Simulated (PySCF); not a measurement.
# Electronic structure of Li (lithium, neutral) at the UHF level

Configuration: [He] 2s1, 2S determinant. Computed with PySCF 2.14 in dyall-av3z, with no relativity, point nucleus.

```json
{
 "Total energy": "-7.432747 hartree",
 "One-electron energy": "-9.7137 hartree",
 "Hartree (Coulomb) energy": "4.0622 hartree",
 "Exchange energy": "-1.7812 hartree",
 "Kinetic energy": "7.43274 hartree",
 "⟨S²⟩": "0.7500",
 "⟨L²⟩": "0.000",
 "Sum of ⟨r⟩": "5.019 bohr",
 "Sum of ⟨r²⟩": "18.63 bohr²",
 "Density at the nucleus (Gaussians lack the cusp)": "13.7 bohr⁻³",
 "Spin density at the nucleus": "0.223 bohr⁻³",
 "Langevin diamagnetic susceptibility": "-14.8 ×10⁻⁶ cm³/mol"
}
```

```
shell  electrons  mean orbital energy (eV)  rms radius, mean of both spins (bohr)
 1s α          1                   -67.666                                  0.668
 1s β          1                   -67.177                                  0.668
 2s α          1                    -5.343                                   4.21
```
